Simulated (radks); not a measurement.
Valence configurations of Te I (all share [Kr]). Calculated with a radial shooting solver on a logarithmic mesh with Libxc functionals: Dirac Kohn-Sham, LDA (Slater exchange, Perdew-Wang correlation), spin-unpolarised, spherical densities, finite nucleus; open shells fill j = l - 1/2 first; Fermi nuclear charge, rms radius 4.7423 fm. Energies are relative to 4d10 5s2 5p4; eigenvalues in eV.

| valence | E (eV) | e(4d3/2) | e(4d5/2) | e(5p1/2) | e(5p3/2) | e(5s1/2) |
|---|---|---|---|---|---|---|
| 4d10 5s2 5p4 | 0.000 | -42.353 | -40.877 | -6.585 | -5.770 | -15.220 |
| 4d10 5s1.5 5p4.5 | 4.757 | -43.075 | -41.597 | -6.900 | -6.061 | -15.637 |
| 4d10 5s1 5p5 | 9.575 | -43.779 | -42.298 | -7.204 | -6.343 | -16.039 |
| 4d9.5 5s2 5p4.5 | 18.203 | -45.512 | -44.004 | -7.185 | -6.297 | -16.171 |
| 4d10 5p6 | 19.387 | -45.140 | -43.655 | -7.786 | -6.880 | - |
| 4d9 5s2 5p5 | 37.708 | -48.670 | -47.129 | -7.778 | -6.817 | -17.102 |
| 4d8 5s2 5p6 | 80.633 | -54.992 | -53.385 | -8.949 | -7.843 | -18.912 |

NIST lists [Kr] 4d10 5s2 5p4 as the ground configuration; this level of theory agrees among the configurations tried. The energies are those of spherical spin-averaged densities, not of single terms.
